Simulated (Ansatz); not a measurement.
```yaml
crystal:
  periodic: [false, false, false]
  atoms:
    - {symbol: O, position_ang: [-0.754289, 2.210780, 0.785831]}
    - {symbol: Ge, position_ang: [0.362128, 0.923139, 1.080181]}
    - {symbol: Al, position_ang: [0.135777, -1.402892, 0.602732]}
    - {symbol: C, position_ang: [-0.299283, -0.883666, -1.235261]}
    - {symbol: S, position_ang: [1.235853, 0.131152, -0.932105]}
    - {symbol: H, position_ang: [-1.644014, 1.848139, 0.444722]}
    - {symbol: H, position_ang: [1.508453, 1.743462, 1.708898]}
    - {symbol: H, position_ang: [0.619145, -2.781251, 1.219882]}
    - {symbol: H, position_ang: [-1.088295, -0.256335, -1.626999]}
    - {symbol: H, position_ang: [0.024987, -1.647044, -2.007176]}
basis:
  gaussian: {orbitals: ANO-RCC-VTZP}
hamiltonian: {xc: {name: wB97}}
accuracy: high
output: {forces: true}
```

```sh
$ ansatz run in.yaml --threads 4 --pin off --events-out ev --progress --plain --max-ram 10444MiB
```

Shortened log:

```
Functional definition: wB97
4591 factors; integrals over basis functions are off by at most 4.2e-9 eV
1038 factors; integrals over basis functions are off by at most 1.4e-9 eV
mean field evaluation 1: about -77754.7520 eV, gradient 5.7e1 eV
mean field evaluation 2: about -77752.8474 eV, gradient 7.0e1 eV
mean field evaluation 4: about -77760.9738 eV, gradient 3.0e0 eV
mean field evaluation 8: about -77760.9985 eV, gradient 2.7e-1 eV
mean field evaluation 16: about -77760.9988 eV, gradient 4.4e-4 eV
mean field -77760.99883079 eV, -2857.6639987333 hartree, gradient 5.7e-8 eV, S^2 0.000000; 0 other end points of the search recorded, 0 dependent functions left out
reference -77760.99882853 eV, -2857.6639986502 hartree; 40, 40 occupied and 201, 201 virtual orbitals, 4591 factors
Total energy: -77760.99882853 eV, -2857.6639986502 hartree
Relativity: scalar
Atom 0 at    -0.754289     2.210780     0.785831 Å, force    -3.538579    -0.070968    -1.233075 eV/Å
Atom 1 at     0.362128     0.923139     1.080181 Å, force     1.607552    -0.548061     0.514221 eV/Å
Atom 2 at     0.135777    -1.402892     0.602732 Å, force     0.014295    -0.002519    -0.383331 eV/Å
Atom 3 at    -0.299283    -0.883666    -1.235261 Å, force     1.121606    -0.895681    -0.734954 eV/Å
Atom 4 at     1.235853     0.131152    -0.932105 Å, force    -0.325864    -0.242193     0.258109 eV/Å
Atom 5 at    -1.644014     1.848139     0.444722 Å, force     2.220470     1.098514     0.866016 eV/Å
Atom 6 at     1.508453     1.743462     1.708898 Å, force    -0.191355    -0.359950    -0.067526 eV/Å
Atom 7 at     0.619145    -2.781251     1.219882 Å, force    -0.076417     0.236670    -0.058192 eV/Å
Atom 8 at    -1.088295    -0.256335    -1.626999 Å, force    -0.218770    -0.013176     0.023760 eV/Å
Atom 9 at     0.024987    -1.647044    -2.007176 Å, force    -0.612937     0.797364     0.814972 eV/Å
Dipole moment:    -0.380029    -0.370778     0.101986 e Å
```

Run time 8.2 min (4 threads of an AMD EPYC 7R43 on a shared host); peak host memory 2.7 GiB.
